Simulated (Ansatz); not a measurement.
This triplet is an excited state, 2.69 eV above the relaxed singlet at the level frozen-core CCSD(T)/cc-pVTZ // B3LYP-D3(BJ)/def2-TZVP (Ansatz, an electronic-structure program).

Species: H3GeNO, SMILES `[NH2][Ge][OH]` (excited triplet) (charge 0, multiplicity 3).

**Question.** Give a relaxed geometry from B3LYP-D3(BJ)/def2-TZVP (Ansatz).

**Answer.** Several could match; the one computed here: the end point of this relaxation, one of several conformers (outside a Z-matrix the atoms follow the SMILES, hydrogens last).
Cartesian coordinates (Å) in one orientation:
```xyz
6

N     -1.167     0.230    -0.182
Ge     0.389    -0.265     0.792
O      1.949     0.209    -0.011
H     -1.761    -0.566    -0.396
H     -1.726     0.926     0.301
H      2.316    -0.534    -0.505
```
